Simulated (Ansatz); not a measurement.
The same path of CH5BS2 (9 atoms, charge 0, multiplicity 1) was run twice with different band settings. The coordinate that changes most is the dihedral H6–C1–S2–B3.

These are results of RKS B3LYP-D4/def2-SVP (Ansatz), not measurements.

Relaxed end points:

```xyz
9
Properties=species:S:1:pos:R:3
C -0.114 0.534 -1.579
S 0.345 0.873 0.165
B -0.042 -0.664 0.993
S 0.205 -0.909 2.757
H 0.141 1.431 -2.158
H -1.192 0.343 -1.665
H 0.451 -0.322 -1.969
H -0.487 -1.602 0.386
H 0.693 0.316 3.071
```

```xyz
9
Properties=species:S:1:pos:R:3
C 0.462 -0.078 -1.603
S 0.898 0.280 0.143
B -0.626 -0.045 1.018
S -0.782 0.142 2.799
H -0.360 0.569 -1.938
H 0.182 -1.133 -1.724
H 1.356 0.130 -2.208
H -1.614 -0.404 0.435
H 0.484 0.540 3.078
```

Common settings: movable images 5; climbing image yes; spring 5.0 eV/Å²; start path IDPP; force threshold 0.05 eV/Å; iteration limit 60; end points relaxed.

| run | optimiser | largest step |
| --- | --- | --- |
| 1 | quadratic models (default) | default |
| 2 | lbfgs | 0.02 Å |

**Question.** What does each run give, and how far can it be trusted?

**Answer.** Run 1: converged after 5 iterations, highest image 0.009 eV above the first end. A vibrational analysis at the climbing image gives one clearly imaginary mode, 45i cm⁻¹: a first-order saddle point.
Run 2: converged after 16 iterations, highest image 0.010 eV above the first end. Another band between the same ends (5 images) ends at a top of the same energy, where a vibrational analysis finds 1 clearly imaginary mode.
